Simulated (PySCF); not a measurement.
**From computed data to an observable: oscillator strength and radiative lifetime**

Si(H)2(Me)(vinyl) (C₃H₈Si), SMILES C=C[SiH2]C.

Coordinates come from a B3LYP-D3(BJ)/def2-SVP optimisation. One conformer was computed; it need not be the lowest.

TDDFT-PBE/def2-SVPD run with PySCF puts the first singlet state with f over 0.02 at 6.34 eV (vertical), with the transition dipole (-1.045, 0.333, 0.125) in atomic units.

**Question.** Find the oscillator strength, the wavelength and the radiative lifetime that this transition would have in vacuum if emission retraced absorption.

**Answer.** 
|μ|² = 1.2185 au, so |μ| = 2.81 D. ΔE = 6.34/27.211 = 0.2330 hartree. f = (2/3) ΔE |μ|² = 0.189 (the program prints 0.189).
λ = 1239.84/6.34 = 196 nm; ν = 51136 cm⁻¹.
Einstein's coefficient A = 0.6670 ν² f s⁻¹ (ν in cm⁻¹) = 3.3e8 s⁻¹, so τ = 1/A = 3.0 ns. This state is S2; the lower singlet has f = 0.008. The figure is the radiative limit of this one transition; relaxation, internal conversion, crossing to triplets and a medium change what is measured.
